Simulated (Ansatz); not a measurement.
The cluster Ru2Br6. Total charge 0; singlet. Geometry PBE-D4/def2-SVP.

```xyz
8

Ru    0.646    0.827    0.256
Ru   -0.659   -0.819   -0.248
Br   -2.475   -0.941    1.264
Br    1.530    0.545    2.432
Br    2.457    0.916   -1.263
Br   -0.526    2.880    0.170
Br   -1.514   -0.553   -2.438
Br    0.541   -2.856   -0.173
```

In the def2 sets Ru takes a core potential, while STO-3G treats all electrons; there is no spin–orbit coupling. The restricted singlet is unstable towards broken spin symmetry in Hartree–Fock (as tested in another run); at HF/STO-3G, PBE-D4/def2-TZVP, r2SCAN-D4/def2-TZVP, PBE0-D4/def2-SVP and others this wasn't settled. At PBE0-D4/def2-SVP a quintet of charge 0 lies 0.26 eV below the restricted singlet, each at its own geometry. The structure comes from a short search, and lower isomers may exist.

(1) Estimate the orbital energies around the gap (eV) in Ansatz with HF/STO-3G, PBE-D4/def2-TZVP, r2SCAN-D4/def2-TZVP, PBE0-D4/def2-SVP, PBE0-D4/def2-TZVP.

Answers

(1) 
| orbital | HF/STO-3G | PBE-D4/def2-TZVP | r2SCAN-D4/def2-TZVP | PBE0-D4/def2-SVP | PBE0-D4/def2-TZVP |
| --- | --- | --- | --- | --- | --- |
| HOMO−9 | -10.67 | -8.41 | -8.78 | -9.71 | -9.73 |
| HOMO−8 | -10.59 | -8.21 | -8.59 | -9.52 | -9.54 |
| HOMO−7 | -9.65 | -7.72 | -8.10 | -8.97 | -9.00 |
| HOMO−6 | -9.65 | -7.72 | -8.10 | -8.96 | -9.00 |
| HOMO−5 | -9.31 | -7.66 | -8.03 | -8.87 | -8.92 |
| HOMO−4 | -9.22 | -7.55 | -7.91 | -8.72 | -8.76 |
| HOMO−3 | -9.11 | -7.17 | -7.51 | -8.40 | -8.43 |
| HOMO−2 | -9.11 | -7.17 | -7.51 | -8.40 | -8.43 |
| HOMO−1 | -8.77 | -6.14 | -6.43 | -7.41 | -7.42 |
| HOMO | -8.76 | -6.13 | -6.42 | -7.41 | -7.42 |
| LUMO | 0.56 | -5.55 | -5.73 | -5.25 | -5.24 |
| LUMO+1 | 0.56 | -5.54 | -5.71 | -5.24 | -5.23 |
| LUMO+2 | 0.83 | -4.97 | -5.07 | -4.45 | -4.44 |
| LUMO+3 | 3.13 | -4.67 | -4.78 | -4.07 | -4.06 |
| LUMO+4 | 3.14 | -4.67 | -4.78 | -4.06 | -4.06 |
| LUMO+5 | 3.56 | -2.46 | -2.32 | -1.61 | -1.72 |
